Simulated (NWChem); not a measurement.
System: C6H5 cation

Here is an NWChem input.

```
start job
memory heap 200 mb stack 700 mb global 900 mb
charge 1
geometry units angstroms noautosym nocenter noautoz
  C      0.000000     0.000000    -1.177452
  C      1.274221     0.000000    -0.811626
  C      1.212394     0.000000     0.616703
  C      0.000000     0.000000     1.302732
  C     -1.212394     0.000000     0.616703
  C     -1.274221     0.000000    -0.811626
  H      2.198687     0.000000    -1.393397
  H      2.179461     0.000000     1.132709
  H      0.000000     0.000000     2.394598
  H     -2.179461     0.000000     1.132709
  H     -2.198687     0.000000    -1.393397
end
basis spherical
  C library 6-31g*
  H library 6-31g*
end
dft
  xc pbe0
  iterations 150
end
cosmo
  do_cosmo_smd true
  solvent chcl3
end
task dft energy
```

Coordinates come from a PBE0/def2-SVP optimisation. Solvent: chloroform.

Level: PBE0/6-31G* with SMD (1 M gas to 1 M solution), gas-phase geometry. Reactions with the solvent are ignored.

Give the results of this calculation. (PBE0/6-31G* (spherical d), SMD on the gas-phase geometry.) Quantities: solvation free energy (kcal/mol); cavity-dispersion-structure term (kcal/mol).


| Property | Value |
|---|---|
| solvation free energy (kcal/mol) | -51.3 |
| cavity-dispersion-structure term (kcal/mol) | -3.1 |
